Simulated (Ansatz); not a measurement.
Ansatz (a quantum-chemistry and plane-wave program) input (CCSD(T)/def2-SVPD):

Ansatz 0.2 input:
```yaml
crystal:
  periodic: [false, false, false]
  atoms:
    - {symbol: Te, position_ang: [-0.06610648, 0.11224322, 0.29641934]}
    - {symbol: F, position_ang: [-1.18677056, -1.05984151, -0.54447816]}
    - {symbol: F, position_ang: [0.10753390, 1.24286059, -1.12777608]}
    - {symbol: F, position_ang: [1.46118522, -0.83153545, -0.04039083]}
basis:
  gaussian:
    orbitals: def2-SVPD
total_charge: 1
magnetization: {spin_polarized: false}
correlation: {method: ccsd_t, electrons: outside_noble_gas}
output: {forces: true}
```

End of the output:

```
cycle   5  -19.34245680 eV  change    7.2e-3 eV  update   3.0e-3
cycle   6  -19.34434384 eV  change   -1.9e-3 eV  update   9.8e-4
cycle   7  -19.34453637 eV  change   -1.9e-4 eV  update   3.7e-4
cycle   8  -19.34421619 eV  change    3.2e-4 eV  update   1.1e-4
cycle   9  -19.34422786 eV  change   -1.2e-5 eV  update   4.2e-5
cycle  10  -19.34426782 eV  change   -4.0e-5 eV  update   1.4e-5
cycle  11  -19.34425564 eV  change    1.2e-5 eV  update   5.4e-6
perturbative correction -0.55333193 eV, -0.0203345733 hartree
the calculation of the forces begins
Total energy: -15387.00548839 eV, -565.4620220113 hartree
Atom 0 at    -0.066106     0.112243     0.296419 Å, force    -0.522430     0.887042     2.342558 eV/Å
Atom 1 at    -1.186771    -1.059842    -0.544478 Å, force    -0.932669    -1.006276    -0.758614 eV/Å
Atom 2 at     0.107534     1.242861    -1.127776 Å, force     0.157481     0.933215    -1.249907 eV/Å
Atom 3 at     1.461185    -0.831535    -0.040391 Å, force     1.297618    -0.813981    -0.334038 eV/Å
Dipole moment:    -0.157330     0.267134     0.705464 e Å
```

It need not be the lowest isomer of its formula.
